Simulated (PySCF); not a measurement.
Structure elucidation problem

An unknown has the formula C4H8F2Si. Its calculated NMR data are:

1H NMR (600 MHz, computed): δ 5.52 (m, 2H), 4.26 (s, 3H), 2.10 (m, 3H).

13C{1H} NMR (computed): δ 170.6, 110.2, 82.7, 21.1.

PySCF 2.14.0 with density-fitted response routines calculation with shieldings: GIAO PBE0/pcSseg-1 and GFN2-xTB structure; equivalent nuclei averaged, in vacuum, non-relativistic Hamiltonian, one computed conformer.

Referencing at the same level of theory: TMS for 1H (σ = 31.72 ppm) and 13C (σ = 186.93 ppm).

**Question.** Propose a structure and justify it.

**Answer.** 
1. Rings plus π bonds: 1 (no ring in the answer).
2. 4 carbon signals for 4 carbons: no two carbons are equivalent.
3. Carbon types of the structure: 2 × C, 1 × CH2, 1 × CH3, leaving 3 H on heteroatoms.
4. δC 170.6, 110.2: fully substituted alkene carbon.
5. δC 82.7: allylic sp3 CH2 bonded to F; deshielded by the electronegative neighbour.
6. δC 21.1: allylic methyl carbon; a saturated carbon with 1 carbon neighbour and no heteroatom attached.
7. δH 5.52: hydrogen on an allylic sp3 CH2 bonded to F; its carbon carries F, an electronegative neighbour.
8. δH 4.26: hydrogen on a silicon bonded to C.
9. δH 2.10: hydrogen on an allylic methyl carbon; allylic position.

These data were computed for `InChI=1S/C4H8F2Si/c1-3(6)4(7)2-5/h2H2,1,7H3/b4-3+`.

The shifts were computed for this structure.

Splittings by 19F in the carbon and heteronuclear signals aren't shown, as no couplings were computed. Shifts are as computed. Against solution values, carbons near 30 ppm lie about +3 ppm off and those near 130 ppm about +5 ppm. Of 1309 compounds with measured shifts, 239 miss one by over three times the rms of a fit or turn the order of signals round; such compounds aren't used in these exercises. No couplings were computed; multiplicities are counted from neighbouring protons, with m where these are inequivalent, close in shift, in a saturated or five-membered ring or joined by F or P, and br s for small geminal =CH2 splittings.
